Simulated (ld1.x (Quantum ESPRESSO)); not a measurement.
## u(r) = r·R(r): atom against pseudo-atom (gallium (Ga))

Columns: radius, all-electron u(r) and pseudo u(r) of the 4s shell (level -10.28 eV) of gallium in the configuration [Ar] 3d10 4s1 4p2; LDA (PZ), scalar-relativistic, TM scheme, ld1.x (Quantum ESPRESSO) 7.5.

```
r (bohr)  all-electron   pseudo
   0.090       -0.1065  -0.0160
   0.180       -0.1761  -0.0329
   0.270        0.0272  -0.0512
   0.360        0.2258  -0.0720
   0.450        0.3204  -0.0961
   0.540        0.3135  -0.1246
   0.630        0.2374  -0.1583
   0.720        0.1233  -0.1981
   0.810       -0.0055  -0.2445
   0.900       -0.1343  -0.2973
   0.990       -0.2546  -0.3558
   1.080       -0.3617  -0.4179
   1.170       -0.4538  -0.4808
   1.260       -0.5306  -0.5412
   1.350       -0.5926  -0.5956
   1.440       -0.6410  -0.6413
   1.530       -0.6771  -0.6770
   1.620       -0.7023  -0.7023
   1.710       -0.7182  -0.7182
   1.800       -0.7259  -0.7259
   1.890       -0.7268  -0.7268
   1.980       -0.7219  -0.7219
   2.070       -0.7122  -0.7122
   2.160       -0.6986  -0.6986
   2.250       -0.6819  -0.6819
   2.340       -0.6627  -0.6627
```

Problem. How many radial nodes do the two functions have?

Solution. The all-electron 4s function has n − l − 1 = 3 (the table is too coarse to show those close to the nucleus); the pseudo-wave has 0, since the states of the same l below it are removed with the core.

Problem. At about which radius was the pseudo-wave matched?

Solution. 1.80 bohr. The columns agree to 0.0005 from 1.44 bohr on; several derivatives are matched, so the curves merge somewhat inside the radius.

Problem. Is the pseudo-wave norm-conserving?

Solution. Yes: the TM scheme keeps the norm inside the radius equal to the all-electron one, which fixes the energy derivative of the logarithmic derivative at the level.
